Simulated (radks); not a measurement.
Task: These are the eigenvalues of the occupied orbitals of an atom or ion with whole-number occupations (eV). Method: scalar-relativistic Kohn-Sham, LB94 model potential, spin-polarised, spherical densities, finite nucleus; Fermi nuclear charge, rms radius of each element as measured or else 0.836 A^(1/3) + 0.57 fm; computed with a radial shooting solver on a logarithmic mesh with Libxc functionals.

orbital  eigenvalue
1s down   -74099.16
1s up     -74099.15
2s up     -12926.40
2s down   -12926.33
2p up     -11265.18
2p down   -11265.14
3s up     -3018.889
3s down   -3018.820
3p up     -2530.617
3p down   -2530.540
3d up     -1983.227
3d down   -1983.085
4s up     -639.7753
4s down   -639.5209
4p up     -480.3353
4p down   -480.1314
4d up     -281.6763
4d down   -281.5541
5s down    -98.1949
5s up      -97.8791
4f down    -60.6620
4f up      -60.6481
5p up      -56.7033
5p down    -56.6960
5d up      -11.7780
6s up      -11.1437
5d down    -10.8387
6s down     -9.6269

Which element is it, and in what charge state? The configuration may be excited. Open shells, if any, are filled with parallel spins first.

Result: Z = 76, osmium, charge 0: Os in [Xe] 4f14 5d6 6s2. The list shows which subshells hold electrons but not how many an open one holds; the 1s level, -2723.1 hartree, gives Z - s = 73.8 by -(Z - s)^2/2, which with screening and relativity narrows Z to a few neighbours, and the depths of the outer levels then fix element, charge and occupations together.
